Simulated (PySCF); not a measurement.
Isomers of C7H10F3P, mass 182.047 u with the commonest isotopes. Level of theory: PBE0/pcSseg-1 in PySCF (dipole) on a GFN2-xTB geometry, gas phase. One conformer each, none proved a minimum here; rigid rotors.

Question: Order these by rotational constant B, largest first.
A. `CC(C)(C)C1=C(C(F)(F)F)P1`
B. `[CH3:1][C:2]([CH3:3])([CH3:4])/[CH:5]=[P:6]\[C:7]([F:8])=[C:9]([F:10])[F:11]` with C5–P6–C7–F8 66°
C. `[CH2:1]=[P@@:2]([CH3:3])(/[CH:4]=[CH:5]/[CH3:6])[C:7]([F:8])=[C:9]([F:10])[F:11]` with C1–P2–C4–C5 27°, C1–P2–C7–F8 17°
D. `[CH3:1][C:2]1=[C:3]([C:4]([F:5])([F:6])[F:7])[CH2:8][P:9]([CH3:10])[CH2:11]1` with C2–C3–C8–P9 -15°, C3–C8–P9–C10 -79°, C8–P9–C11–C2 -19°, C1–C2–C11–P9 -167°
E. `[CH3:1][CH2:2][C:3]1=[CH:4][CH2:5][CH2:6][P:7]1[C:8]([F:9])([F:10])[F:11]` with C1–C2–C3–C4 123°, C3–C4–C5–C6 10°, C4–C5–C6–P7 -14°, C5–C6–P7–C8 -83°, C2–C3–P7–C6 173°

Answer: E (873.4 MHz), C (705.4 MHz), D (679.4 MHz), A (648.0 MHz), B (556.0 MHz).

Question: Order these by rotational constant C, smallest first.
A. `[CH3:1][CH2:2][C:3]1=[CH:4][CH2:5][CH2:6][P:7]1[C:8]([F:9])([F:10])[F:11]` with C1–C2–C3–C4 123°, C3–C4–C5–C6 10°, C4–C5–C6–P7 -14°, C5–C6–P7–C8 -83°, C2–C3–P7–C6 173°
B. `[CH2:1]=[P@@:2]([CH3:3])(/[CH:4]=[CH:5]/[CH3:6])[C:7]([F:8])=[C:9]([F:10])[F:11]` with C1–P2–C4–C5 27°, C1–P2–C7–F8 17°
C. `CC(C)(C)C1=C(C(F)(F)F)P1`
D. `[CH3:1][C:2]1=[C:3]([C:4]([F:5])([F:6])[F:7])[CH2:8][P:9]([CH3:10])[CH2:11]1` with C2–C3–C8–P9 -15°, C3–C8–P9–C10 -79°, C8–P9–C11–C2 -19°, C1–C2–C11–P9 -167°
E. `[CH3:1][C:2]1=[C:3]([C:4]([F:5])([F:6])[F:7])[P:8]([CH3:9])[CH2:10][CH2:11]1` with C2–C3–P8–C9 -91°, C3–P8–C10–C11 -16°, P8–C10–C11–C2 20°, C1–C2–C11–C10 166°

Answer: C (532.4 MHz), D (576.4 MHz), B (589.9 MHz), E (641.5 MHz), A (673.6 MHz).

Question: Order these by rotational constant A, largest first.
A. `[CH2:1]=[P@@:2]([CH3:3])(/[CH:4]=[CH:5]/[CH3:6])[C:7]([F:8])=[C:9]([F:10])[F:11]` with C1–P2–C4–C5 27°, C1–P2–C7–F8 17°
B. `[CH3:1][CH2:2][C:3]1=[CH:4][CH2:5][CH2:6][P:7]1[C:8]([F:9])([F:10])[F:11]` with C1–C2–C3–C4 123°, C3–C4–C5–C6 10°, C4–C5–C6–P7 -14°, C5–C6–P7–C8 -83°, C2–C3–P7–C6 173°
C. `[CH3:1][C:2]1=[C:3]([C:4]([F:5])([F:6])[F:7])[P:8]([CH3:9])[CH2:10][CH2:11]1` with C2–C3–P8–C9 -91°, C3–P8–C10–C11 -16°, P8–C10–C11–C2 20°, C1–C2–C11–C10 166°
D. `CC(C)(C)C1=C(C(F)(F)F)P1`
E. `[CH3:1][C:2]([CH3:3])([CH3:4])/[CH:5]=[P:6]\[C:7]([F:8])=[C:9]([F:10])[F:11]` with C5–P6–C7–F8 66°

Answer: E (1566 MHz), D (1361 MHz), C (1283 MHz), B (1244 MHz), A (1077 MHz).

```
                      SMILES  point group  Ia (u·Å²)  Ib (u·Å²)  Ic (u·Å²)      κ  μa (D)  μb (D)  μc (D)
    CC(C)(C)C1=C(C(F)(F)F)P1           C1     371.41     779.92     949.29  -0.72    3.25    0.45    0.54
          CCC1=CCCP1C(F)(F)F           C1     406.19     578.66     750.32  -0.30    1.98    1.93    0.18
      C#CP(C(C)(C)C)C(F)(F)F           C1     412.84     567.59     748.51  -0.22    2.56    0.66    0.66
     CC(C)(C)/C=P\C(F)=C(F)F           C1     322.63     909.00     957.65  -0.95    2.21    0.23    0.70
      CC1=C(C(F)(F)F)P(C)CC1           C1     393.97     576.82     787.78  -0.27    2.91    2.43    1.06
      CC1=C(C(F)(F)F)CP(C)C1           C1     328.36     743.90     876.77  -0.79    1.72    1.50    0.42
C=[P@@](C)(/C=C/C)C(F)=C(F)F           C1     469.29     716.41     856.73  -0.53    1.66    1.44    2.46
```
